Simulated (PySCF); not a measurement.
A calculated (UHF, PySCF 2.14, aug-cc-pVDZ, no relativity, point nucleus) atom or ion has these occupied shells.

| shell | electrons | orbital energy (eV) | rms radius, mean of both spins (bohr) |
| --- | --- | --- | --- |
| 1s α | 1 | -209.65 | 0.379 |
| 1s β | 1 | -209.22 | 0.379 |
| 2s α | 1 | -14.852 | 2.18 |
| 2s β | 1 | -12.183 | 2.18 |
| 2p α | 1 | -8.635 | 2.47 |

Task: Name the element and its charge.

Result: B (boron, neutral), in [He] 2s2 2p1, 2P determinant.
